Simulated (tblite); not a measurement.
Compound: C6H7FOS (charge +1 and doublet state).
Z-matrix (Å and degrees, GFN2-xTB geometry), rows numbered from 1:
```
C 
C   1  1.3402
C   2  1.4405  1  125.29
C   3  1.3524  2  122.66  1  -175.31
S   4  1.7728  3  113.56  2  -178.42
O   5  1.4343  4  111.79  3  -130.86
C   5  1.9390  4   90.28  3   -16.75
F   7  1.3383  5  107.71  4   144.44
C   3  1.5060  2  121.81  1     2.52
H   1  1.0776  2  120.54  3  -175.10
H   1  1.0781  2  123.66  3     4.42
H   2  1.0816  1  119.56  3   179.51
H   4  1.0765  3  125.87  2    -4.74
H   7  1.0964  5  106.14  4   -98.90
H   9  1.0942  3  110.34  2   -39.71
H   9  1.0960  3  110.13  2    78.11
```

All values are computed: GFN2-xTB (tblite) harmonic vibrations without scaling, gas phase. Errors from tens to a few hundred cm⁻¹ against measured bands are possible. One conformer, not necessarily the lowest. Open shells enter through the occupations alone, without spin polarisation, and single modes of such species can be off by tens of per cent.

Harmonic wavenumbers (cm⁻¹): 65.3, 77.9, 145.0, 187.7, 222.9, 261.0, 334.8, 366.0, 399.9, 435.0, 456.9, 529.7, 573.5, 633.4, 767.2, 780.7, 881.6, 889.3, 911.8, 962.5, 983.6, 1021.3, 1038.1, 1070.8, 1102.9, 1149.6, 1185.8, 1199.1, 1264.9, 1272.5, 1301.0, 1372.7, 1394.4, 1508.6, 1579.1, 2917.4, 2948.2, 2965.3, 3073.7, 3099.7, 3119.3, 3130.3.

A = 2456, B = 980.3, C = 734.1 MHz; mass 146.020 u (most abundant isotopes); point group C1, symmetry number 1; spin multiplicity 2.

**Question.** Zero-point energy?

**Answer.** Half the sum of the wavenumbers: 24790 cm⁻¹ = 70.88 kcal/mol.

**Question.** Give the ideal-gas entropy at 400 K and 1 bar in the rigid-rotor, harmonic-oscillator model (classical rotation).

**Answer.** Translation 42.33, rotation 30.46, vibration 34.50, spin (R ln 2) 1.38: S = 108.7 cal/(mol K).

**Question.** And Cp and H(400 K) − H(0)?

**Answer.** Cp = 45.25 cal/(mol K), of which vibrations give 37.30 (their classical limit is 42 R = 83.5); H(400 K) − H(0) = 10.65 kcal/mol without the zero-point energy, 7.47 from vibrations.

**Question.** Blend soft modes into free rotors: weight 1/[1 + (100 cm⁻¹/ν̃)⁴] for the oscillator and the rest for a rotor with moment μB/(μ + B), μ = h/(8π²ν), B = 10⁻⁴⁴ kg m². What vibrational entropy results?

**Answer.** 32.46 cal/(mol K) in place of 34.50, which changes −T·S at 400 K by +0.82 kcal/mol.

**Question.** Which modes carry the vibrational entropy at 400 K?

**Answer.** 65.3 cm⁻¹: 4.87; 77.9 cm⁻¹: 4.52; 145.0 cm⁻¹: 3.30; 187.7 cm⁻¹: 2.81; 222.9 cm⁻¹: 2.48; 261.0 cm⁻¹: 2.18 cal/(mol K); the other 36 give 14.34 together.

Hindered rotation and anharmonicity are outside this model. Other conformers, if any are populated, would add a mixing term that is left out. The structure is chiral; the term R ln 2 for an equal mix with its mirror image is left out.
